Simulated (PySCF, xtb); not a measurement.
C4H10OSi, SMILES C/C=C/OC[SiH3]. One conformer was computed; it need not be the lowest.

Harmonic wavenumbers (cm⁻¹) from GFN2-xTB in xtb 6.7.1 at its own minimum, in rising order: 36, 63, 100, 123, 161, 212, 276, 400, 473, 513, 572, 715, 754, 762, 776, 792, 797, 954, 989, 1041, 1042, 1133, 1167, 1196, 1246, 1282, 1313, 1406, 1482, 1483, 1492, 1733, 2251, 2293, 2295, 2870, 2901, 2990, 3004, 3007, 3037, 3092.

### Question
What does PBE-D3(BJ)/def2-SVP in PySCF give at its own minimum? (The exact figures need the calculation; the answer reports its results.)

### Answer
16, 47, 106, 164, 196, 222, 277, 391, 469, 493, 602, 743, 771, 837, 879, 906, 907, 911, 916, 1007, 1024, 1114, 1192, 1205, 1227, 1254, 1300, 1352, 1398, 1410, 1419, 1710, 2164, 2182, 2189, 2903, 2947, 2952, 3009, 3048, 3050, 3097. Paired by order, the mean absolute difference is 41 cm⁻¹ and the zero-point energies are 77.5 and 77.2 kcal/mol.
